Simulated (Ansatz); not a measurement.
Ansatz (a first-principles code) input (r2SCAN/def2-TZVP):

Ansatz 0.2 input:
```yaml
crystal:
  periodic: [false, false, false]
  atoms:
    - {symbol: Y, position_ang: [0.99262166, -0.38960075, 0.08598495]}
    - {symbol: O, position_ang: [1.90967668, -0.18867272, -1.46047179]}
    - {symbol: Br, position_ang: [-1.54256167, 0.47725174, 0.23801032]}
basis:
  gaussian:
    orbitals: def2-TZVP
hamiltonian:
  xc: {name: r2SCAN}
relax: {f_tol: 0.003, max_steps: 100}
```

Output:

```
Functional definition: r2SCAN
integrals: 0.05 GiB planned
863 factors; their error is unknown
mean field: 0.33 GiB planned
mean field evaluation 1: about -73125.0496 eV, gradient 8.6e1 eV
mean field evaluation 2: about -72887.9392 eV, gradient 2.1e2 eV
mean field evaluation 4: about -73137.6455 eV, gradient 2.6e1 eV
mean field evaluation 8: about -73139.1087 eV, gradient 8.5e-2 eV
mean field evaluation 16: about -73139.0830 eV, gradient 2.4e-5 eV
mean field -73139.08303377 eV, -2687.8117260401 hartree, gradient 2.4e-5 eV, S^2 0.000000; 0 other end points of the search recorded, 0 dependent functions left out
the calculation of the forces begins
reference -73139.08305464 eV, -2687.8117268070 hartree; 27, 27 occupied and 92, 92 virtual orbitals, 863 factors
relax step   1: F+E_penalty+E_count = -73139.08303377 eV  Δ(F+E_penalty+E_count) = +0.000e0 eV  max|allowed force component| = 1.178e-1 eV/Å  Δτ_max = 0.0000 Å  (30 SCF iters, accepted)
these checks for a lower state are left out or cut short: starts, cluster_reference, orbital_swaps, neighbouring_geometries, increment
integrals: 0.05 GiB planned
863 factors; their error is unknown
mean field: 0.33 GiB planned
mean field -73139.08491619 eV, -2687.8117952178 hartree, gradient 2.7e-5 eV, S^2 0.000000; 0 other end points of the search recorded, 0 dependent functions left out
the calculation of the forces begins
reference -73139.08493708 eV, -2687.8117959855 hartree; 27, 27 occupied and 92, 92 virtual orbitals, 863 factors
relax step   2: F+E_penalty+E_count = -73139.08491619 eV  Δ(F+E_penalty+E_count) = -1.882e-3 eV  max|allowed force component| = 4.786e-2 eV/Å  Δτ_max = 0.0342 Å  (30 SCF iters, accepted)
these checks for a lower state are left out or cut short: starts, cluster_reference, orbital_swaps, neighbouring_geometries, increment
integrals: 0.05 GiB planned
863 factors; their error is unknown
mean field: 0.33 GiB planned
mean field evaluation 32: about -73139.0850 eV, gradient 2.0e-5 eV
mean field -73139.08504722 eV, -2687.8118000328 hartree, gradient 2.0e-5 eV, S^2 0.000000; 0 other end points of the search recorded, 0 dependent functions left out
the calculation of the forces begins
reference -73139.08506809 eV, -2687.8118008000 hartree; 27, 27 occupied and 92, 92 virtual orbitals, 863 factors
relax step   3: F+E_penalty+E_count = -73139.08504722 eV  Δ(F+E_penalty+E_count) = -1.310e-4 eV  max|allowed force component| = 1.244e-2 eV/Å  Δτ_max = 0.0073 Å  (30 SCF iters, accepted)
these checks for a lower state are left out or cut short: starts, cluster_reference, orbital_swaps, neighbouring_geometries, increment
integrals: 0.05 GiB planned
863 factors; their error is unknown
mean field: 0.33 GiB planned
mean field -73139.08505095 eV, -2687.8118001700 hartree, gradient 6.3e-5 eV, S^2 0.000000; 0 other end points of the search recorded, 0 dependent functions left out
the calculation of the forces begins
reference -73139.08507183 eV, -2687.8118009372 hartree; 27, 27 occupied and 92, 92 virtual orbitals, 863 factors
relax step   4: F+E_penalty+E_count = -73139.08505095 eV  Δ(F+E_penalty+E_count) = -3.732e-6 eV  max|allowed force component| = 7.822e-3 eV/Å  Δτ_max = 0.0004 Å  (21 SCF iters, accepted)
these checks for a lower state are left out or cut short: starts, cluster_reference, orbital_swaps, neighbouring_geometries, increment
integrals: 0.05 GiB planned
863 factors; their error is unknown
mean field: 0.33 GiB planned
mean field -73139.08505222 eV, -2687.8118002166 hartree, gradient 3.6e-5 eV, S^2 0.000000; 0 other end points of the search recorded, 0 dependent functions left out
the calculation of the forces begins
reference -73139.08507310 eV, -2687.8118009838 hartree; 27, 27 occupied and 92, 92 virtual orbitals, 863 factors
relax step   5: F+E_penalty+E_count = -73139.08505222 eV  Δ(F+E_penalty+E_count) = -1.269e-6 eV  max|allowed force component| = 8.002e-4 eV/Å  Δτ_max = 0.0002 Å  (21 SCF iters, accepted)
integrals: 0.05 GiB planned
863 factors; their error is unknown
mean field: 0.33 GiB planned
mean field -73139.08505222 eV, -2687.8118002166 hartree, gradient 3.6e-5 eV, S^2 0.000000; 1 other end points of the search recorded, 0 dependent functions left out
the calculation of the forces begins
reference -73139.08507310 eV, -2687.8118009838 hartree; 27, 27 occupied and 92, 92 virtual orbitals, 863 factors
Total energy: -73139.08507310 eV, -2687.8118009838 hartree
Atom 0 at     0.996543    -0.395875     0.100050 Å, force    -0.000640    -0.000030     0.000759 eV/Å
Atom 1 at     1.883563    -0.179971    -1.458247 Å, force     0.000532     0.000083    -0.000800 eV/Å
Atom 2 at    -1.520369     0.474824     0.221720 Å, force     0.000108    -0.000053     0.000041 eV/Å
Dipole moment:     0.697954    -0.673160     1.217739 e Å
```
